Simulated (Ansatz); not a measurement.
Total energies of `C/C(F)=C/C(F)F`.

```xyz
12

C     0.875   -1.769    0.059
C     0.210   -0.512   -0.343
F     0.017   -0.442   -1.671
C    -0.186    0.486    0.433
C    -0.848    1.711   -0.070
F    -2.075    1.852    0.506
F    -0.129    2.812    0.286
H     0.271   -2.628   -0.246
H     1.846   -1.855   -0.437
H     1.021   -1.800    1.137
H    -0.025    0.419    1.502
H    -0.978    1.726   -1.154
```

Charge 0, multiplicity 1. The geometry is a stationary point of PBE0-D4/def2-TZVP. It is one conformer, not always the lowest. Basis def2-TZVPP, Ansatz 0.2.0.

RPA on PBE orbitals: Hartree–Fock energy of these orbitals -452.79203 Eh, correlation -2.16440 Eh (frozen core).

| functional | kind | energy without D4 (Eh) | D4 term (kJ/mol) |
| --- | --- | --- | --- |
| PBE | GGA | -454.65305 | -20.6 |
| BLYP | GGA | -455.04665 | -46.2 |
| r2SCAN | meta-GGA | -454.92476 | -5.4 |
| B97M-V | meta-GGA with VV10 | -455.03675 | – |
| HSE06 (plane-wave form) | screened hybrid | -454.64666 | -15.8 |
| BHLYP | global hybrid, 50 % | -454.93317 | -22.2 |
| LC-ωPBE | long-range corrected hybrid | -454.87499 | – |
| ωB97X-V | range-separated hybrid GGA with VV10 | -454.99587 | – |
| ωB97M-V | range-separated hybrid meta-GGA with VV10 | -454.99944 | – |
| PBE-QIDH | double hybrid | -454.60542 | – |

Problem. Give the same for LDA (SPW92), revPBE, PBE0, B3LYP, r2SCANh, r2SCAN0, CAM-B3LYP, B2PLYP. (An estimate is asked.)

Solution. The calculation gave: 
```csv
functional,kind,energy without D4 (Eh),D4 term (kJ/mol)
LDA (SPW92),LDA,-451.80414,–
revPBE,GGA,-454.99040,-72.5
PBE0,"global hybrid, 25 % exact exchange",-454.66743,-17.2
B3LYP,"global hybrid, 20 %",-455.14506,-32.7
r2SCANh,"meta-GGA hybrid, 10 %",-454.90101,-5.6
r2SCAN0,"meta-GGA hybrid, 25 %",-454.86716,-6.1
CAM-B3LYP,range-separated hybrid,-454.99009,-17.1
B2PLYP,double hybrid,-454.84009,–
```

B3LYP takes the VWN-RPA correlation (the form of Gaussian; ORCA's B3LYP/G). HSE06 is the plane-wave form, built on full-range PBE exchange. The double hybrids freeze the cores in their second-order part.

LC-ωPBE has ω = 0.4 bohr⁻¹.
